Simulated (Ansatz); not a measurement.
CdF2. Total charge 0; singlet. Geometry PBE0-D4/def2-TZVP, basis def2-TZVP, Ansatz.

```xyz
3

Cd    0.0000    0.0000    0.0000
F    -1.4699   -0.9772    0.7594
F     1.4699    0.9772   -0.7594
```

```csv
run,HOMO (eV),LUMO (eV)
A,-10.07,-2.40
B,-14.97,0.62
C,-12.87,-0.11
D,-8.16,-3.37
E,-9.28,-2.75
F,-11.65,-1.53
```

In the def2 sets Cd takes a core potential; there is no spin–orbit coupling. LC-ωPBE has ω = 0.4 bohr⁻¹.

**Question.** The runs used CAM-B3LYP, HF, LC-ωPBE, PBE, PBE0, r2SCANh. Estimate which is which.

**Answer.** A PBE0 (25 % exact exchange); B HF (100 % exact exchange); C LC-ωPBE (range-separated); D PBE (0 % exact exchange); E r2SCANh (10 % exact exchange); F CAM-B3LYP (range-separated). Exact exchange lowers occupied and raises empty levels; among semilocal functionals meta-GGAs tend to open the gap a little, and such runs are hard to tell apart. The gap grows from 4.79 eV (PBE) to 15.59 eV (HF).
